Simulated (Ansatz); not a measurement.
Reaction (redistribution): `N[SiH]1CS1` + `[Cl][InH2]` → `C1[SiH2]S1` + `[NH2][InH][Cl]`

Calculated with Ansatz (gas phase, PBE0-D4/def2-TZVP geometries, no zero-point term in ΔE). CCSD(T)/CBS is the MP2 limit (def2-TZVPP, def2-QZVPP) plus CCSD(T) − MP2 in def2-TZVPP, frozen cores. Functionals use def2-TZVPP. def2 core potentials past Kr. For In outer-core shells are correlated without core-valence functions, which leaves a few kJ/mol of doubt a bond. Each species was taken in one conformer, which may not be the lowest.

Is it downhill or uphill in electronic energy at CCSD(T)/CBS, and by how much? (Estimate.)

Computed: Uphill: ΔE = +0.42 eV.

What do these levels give: PBE-QIDH, BLYP, r2SCANh, BHLYP, CCSD/def2-SVP, MP2/CBS(def2)? (Estimate.)

The calculation gave: PBE-QIDH 0.50, BLYP 0.44, r2SCANh 0.52, BHLYP 0.55, CCSD/def2-SVP 0.41, MP2/CBS(def2) 0.40 eV.

What do rigid-rotor, harmonic-oscillator terms from PBE0-D4/def2-TZVP frequencies (298.15 K, 1 bar) make of the CCSD(T)/CBS value? (Estimate.)

The calculation gave: ΔZPE = +0.03 eV, ΔH = +0.44 eV, ΔS = 7 J/(mol·K), ΔG = +0.42 eV.

Largest T1 diagnostic among the species: 0.014.

From r2SCAN to r2SCAN0 (25 % exact exchange), in def2-TZVPP and without D4, ΔE moves by +0.04 eV. In def2-TZVPP, CCSD(T) changes the Hartree–Fock value by −0.14 eV (the triples alone add −0.03 eV) and MP2 by −0.16 eV. Leaving LDA and LC-ωPBE aside and taking each functional with its dispersion term where it has one, the values, not all of them listed here, spread over 0.14 eV, from B2PLYP to B97M-V. LDA lies +0.08 eV from PBE without D4.
